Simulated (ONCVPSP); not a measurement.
# An all-electron radial function and its pseudo partner (niobium)

Columns: radius, all-electron u(r) and pseudo u(r) of the 4d shell (level -6.03 eV) of niobium in the configuration [Ar] 3d10 4s2 4p6 4d4 5s0.5; PBE, scalar-relativistic, ONCV scheme, ONCVPSP 4.0.1.

```csv
r (bohr),all-electron,pseudo
0.115,-0.1387,0.0023
0.230,-0.3052,0.0179
0.345,-0.2878,0.0561
0.460,-0.1473,0.1204
0.575,0.0357,0.2076
0.690,0.2146,0.3091
0.805,0.3685,0.4137
0.920,0.4911,0.5107
1.035,0.5821,0.5916
1.150,0.6448,0.6518
1.265,0.6838,0.6906
1.380,0.7040,0.7104
1.495,0.7099,0.7149
1.610,0.7051,0.7082
1.725,0.6925,0.6941
1.840,0.6745,0.6751
1.955,0.6529,0.6530
2.070,0.6288,0.6288
2.185,0.6034,0.6033
2.300,0.5772,0.5772
2.415,0.5508,0.5508
2.530,0.5247,0.5246
2.645,0.4989,0.4989
2.760,0.4738,0.4738
2.875,0.4494,0.4494
2.990,0.4258,0.4258
```

(1) How many radial nodes do the two functions have?

(2) At about which radius was the pseudo-wave matched?

(3) Where does each function peak?

(4) Is the pseudo-wave norm-conserving?

Answers

(1) The all-electron 4d function has n − l − 1 = 1; the pseudo-wave has 0, since the states of the same l below it are removed with the core.

(2) 2.30 bohr. The columns agree to 0.0005 from 1.96 bohr on; several derivatives are matched, so the curves merge somewhat inside the radius.

(3) Outermost all-electron maximum near 1.50 bohr, pseudo maximum near 1.50 bohr (to the table’s step).

(4) Yes: the ONCV scheme keeps the norm inside the radius equal to the all-electron one, which fixes the energy derivative of the logarithmic derivative at the level.
